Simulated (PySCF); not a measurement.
## Functional dependence of a UV spectrum

Species: GeH7NSSi.
SMILES: `[NH2][GeH2][S][SiH3]`

Linear-response calculations in the def2-SVPD basis (PySCF; singlets by full response, triplets Tamm–Dancoff, core orbitals frozen in the response; HF means time-dependent Hartree–Fock). 'Strongest' is the level of largest summed f among the singlets computed (10 roots, of which the last may lack a degenerate partner); it can jump between rows when another state enters that window. S1 is the lowest singlet of each run and needn't be the same state throughout; f(S1) is that of one state. One conformer (not necessarily the lowest) at the PBE0-D3(BJ)/def2-SVP geometry, without solvent, vibrations or thermal averaging. The LDA/def2-SVPD calculation is non-relativistic and has no spin–orbit coupling, an omission that weighs most on germanium.

```
functional                               kind  S1 (eV)  f(S1)  strongest (eV)  T1 (eV)  HOMO (eV)  gap (eV)  ionisation energy, ΔSCF (eV)
       LDA                                LDA     5.06  0.012            6.56     4.78      -6.09      4.91                          9.09
       PBE                                GGA     5.19  0.011            6.67     4.88      -6.04      5.05                          8.99
     B3LYP  global hybrid, 20% exact exchange     5.58  0.012            7.16     5.20      -6.97      6.52                          9.12
      PBE0  global hybrid, 25% exact exchange     5.77  0.013            7.36     5.35      -7.21      7.01                          9.15
 BHandHLYP  global hybrid, 50% exact exchange     6.11  0.009            7.84     5.68      -8.25      8.71                          9.14
 CAM-B3LYP             range-separated hybrid     5.90  0.008            7.60     5.49      -8.47      9.07                          9.23
   wB97X-D             range-separated hybrid     6.01  0.009            7.70     5.63      -9.02     10.46                          9.27
   LC-wPBE             range-separated hybrid     6.28  0.004            7.60     5.82      -9.84     11.50                          9.33
        HF                       Hartree–Fock     6.84  0.004            8.54     6.34      -9.94     11.98                   not settled
```

S1 runs from 5.06 eV (LDA) to 6.84 eV (HF), a spread of 1.78 eV, while the orbital gap spreads over 7.1 eV. Along PBE (0%), B3LYP (20%), PBE0 (25%), BHandHLYP (50%), HF (100%) S1 rises with the share of exact exchange. −ε(HOMO) comes closest to its own ΔSCF ionisation energy with wB97X-D (-0.25 eV) and misses most with LDA (-3.00 eV). 'Not settled' means that the ion's SCF failed to converge or may have ended in another state than the lowest.

Without π bonds the low states are Rydberg-like; a valence basis with one diffuse set may place them up to an eV too high.
